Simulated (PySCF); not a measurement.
## Assigning NMR signals

Numbering as in the mapped SMILES `[CH3:1][C:2]([CH3:3])=[C:4]([CH:5]=[O:6])[O:7][CH2:8][SiH2:9][Cl:10]`; H(Xn) means a hydrogen on atom n.

Calculated, not measured (PySCF 2.14.0 with density-fitted response routines): GFN2-xTB geometry, σ from GIAO-PBE0/pcSseg-1. Single conformer, relativity neglected, no solvent model, rapidly exchanging positions averaged.

δ = σ(ref) − σ, references computed at the same level: ¹³C (σref 186.93) and ¹H (σref 31.72) vs TMS.

Q: Assign these signals to the numbered atoms. ¹³C{¹H} NMR (computed): δ 194.1, 156.9, 156.3, 69.4, 24.5, 23.6.

A: 
| δ (ppm) | atoms | environment | reason |
| --- | --- | --- | --- |
| 194.1 | C5 | aldehyde carbonyl carbon | low-lying n→π* states of the double bond to the heteroatom give a large paramagnetic term (-255 ppm) |
| 156.9 | C4 | alkene carbon bearing oxygen | an sp2 carbon further deshielded by the attached heteroatom |
| 156.3 | C2 | β carbon of a C=C–C=O unit | conjugation with the carbonyl draws π density from the β position |
| 69.4 | C8 | sp3 CH2 bonded to O and Si | pulled downfield by the heteroatom |
| 24.5 | C1 | allylic methyl carbon | aliphatic region, no heteroatom directly attached |
| 23.6 | C3 | allylic methyl carbon | – |

C4 and C2; C1 and C3 lie closer than the usual error of such a calculation, so a measured spectrum could show them in the other order.

Q: Assign these signals to the numbered atoms. ¹H NMR (400 MHz, computed): δ 10.03 (s, 1H), 5.23 (t, 2H), 3.68 (t, 2H), 2.37 (s, 3H), 2.23 (s, 3H).

A: 
10.03 → H(C5), hydrogen on an aldehyde carbonyl carbon: the formyl region, downfield of aromatic protons
5.23 → H(Si9), hydrogen on a silicon bonded to C, Cl
3.68 → H(C8), hydrogen on an sp3 CH2 bonded to O and Si: its carbon carries O, which withdraws density
2.37 → H(C1), hydrogen on an allylic methyl carbon: allylic position
2.23 → H(C3), hydrogen on an allylic methyl carbon

Shifts are as computed. Against solution values, carbons near 30 ppm lie about +3 ppm off and those near 130 ppm about +5 ppm. Of 1309 compounds with measured shifts, 239 miss one by over three times the rms of a fit or turn the order of signals round; such compounds aren't used in these exercises. Multiplicities follow the n + 1 count of equivalent neighbours, as no J values were calculated; m marks all less simple cases, F and P coupling included.
